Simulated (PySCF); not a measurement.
Coordinates in bohr (charge 0 multiplicity 2):
```
Ga    0.0302    0.0299    0.0000
H    -1.0324   -1.0219    2.6138
H    -1.0324   -1.0219   -2.6138
```

Method: UPBE0/[Ga def2-TZVP, H def2-TZVP], no relativity, density fitting, PySCF.

This geometry of GaH₂ is a stationary point at this level.

(1) What is the point group?

(2) Is it a minimum?

(3) List the harmonic modes with their infrared intensities.

(4) What is the atomisation energy, with and without zero-point energy?

Answers

(1) C2v.

(2) Yes: all harmonic wavenumbers are real.

(3) 
```tsv
symmetry	ω (cm⁻¹)	IR (km/mol)	type
a1	735	127	bend
a1	1811	82.2	stretch
b2	1874	365	stretch
```

(4) 462 kJ/mol without, 435 kJ/mol with.

Other isomers or separated fragments may lie lower.
